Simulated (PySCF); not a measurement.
**Electronic structure of As²⁺ (arsenic, charge +2) at the UHF level**

Configuration: [Ar] 3d10 4s2 4p1, 2P determinant. All numbers are calculated (PySCF 2.14, the spin-free X2C one-electron Hamiltonian (Gaussian nucleus), in jorge-DZP-DKH).

| Property | Result |
| --- | --- |
| Total energy | -2257.887609 hartree |
| One-electron energy | -3120.7181 hartree |
| Hartree (Coulomb) energy | 945.0094 hartree |
| Exchange energy | -82.1789 hartree |
| ⟨S²⟩ | 0.7509 |
| ⟨L²⟩ | 2.003 |
| Sum of ⟨r⟩ | 19.02 bohr |
| Sum of ⟨r²⟩ | 22.84 bohr² |
| Traceless quadrupole moment −½Σ⟨3z² − r²⟩ along its main axis | -2.27 e·bohr² |
| Langevin diamagnetic susceptibility | -18.1 ×10⁻⁶ cm³/mol |
| Time after the integrals | 0.11 s of wall time on 1 thread of Neoverse-V2 (shared host) |

```csv
shell,electrons,mean orbital energy (hartree),spread (hartree),"rms radius, mean of both spins (bohr)"
1s α,1,-439.74525,0,0.0524
1s β,1,-439.74111,0,0.0524
2s α,1,-58.55740,0,0.219
2s β,1,-58.55582,0,0.219
2p α,3,-51.28291,0.00336,0.196
2p β,3,-51.27877,0.00718,0.196
3s α,1,-9.06996,0,0.639
3s β,1,-9.06243,0,0.639
3p α,3,-6.72827,0.00315,0.667
3p β,3,-6.71801,0.02337,0.667
3d α,5,-2.85608,0.01287,0.743
3d β,5,-2.85069,0.02308,0.743
4s α,1,-1.42788,0,1.98
4s β,1,-1.32911,0,1.98
4p α,1,-1.01036,0,2.38
```

Densities and radii are taken from the X2C orbitals without a picture-change correction, which distorts them close to the nucleus.
